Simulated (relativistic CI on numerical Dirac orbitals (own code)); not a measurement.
**Radial parameters of Hf³⁹⁺**

These numbers are calculated, not measured: Dirac-Coulomb-Breit CI, separate exchange-only KLI orbitals for each configuration, model QED (radiative potential, 1s self-energy scaled to tabulated hydrogen-like ionisation energies), unscaled Slater integrals (own radial code, finite nucleus).

Slater integrals F^k, G^k are unscaled and averaged over j, outside the closed core [Ar] 3d10; ζ comes from projecting the Hamiltonian with its Breit term on Σ l·s of the shell.

- 4s2.4p3: F^2(4p,4p) = 239930, ζ(4p) = 444330 cm⁻¹; <r>(4p) = 0.4249, <r^2>(4p) = 0.2044 (bohr units).
- 4s.4p4: F^2(4p,4p) = 239890, G^1(4s,4p) = 313850, ζ(4p) = 444060 cm⁻¹; <r>(4s) = 0.4151, <r^2>(4s) = 0.1937, <r>(4p) = 0.425, <r^2>(4p) = 0.2045 (bohr units).
- 4s2.4p2.4d: F^2(4p,4p) = 239860, ζ(4p) = 444930, F^2(4p,4d) = 236480, G^1(4p,4d) = 291970, G^3(4p,4d) = 187680, ζ(4d) = 55980 cm⁻¹; <r>(4p) = 0.425, <r^2>(4p) = 0.2045, <r>(4d) = 0.4229, <r^2>(4d) = 0.2044 (bohr units).

Averages of the first 10 configurations, taken without configuration mixing, which lowers the lowest level and can move excited configurations by several eV; other configurations of the list can lie among them:

```
Configuration  Parity  States  Average energy above the lowest level (eV)
      4s2.4p3     odd      20                                        85.8
       4s.4p4    even      30                                       240.3
   4s2.4p2.4d    even     150                                       275.9
          4p5     odd       6                                       405.5
    4s.4p3.4d     odd     400                                       425.7
   4s2.4p2.4f     odd     210                                       454.7
    4s.4p3.4f    even     560                                       604.8
       4p4.4d    even     150                                       586.3
   4s.4p2.4d2    even    1350                                       614.2
 4s2.4p.4d.4f    even     840                                       645.5
```
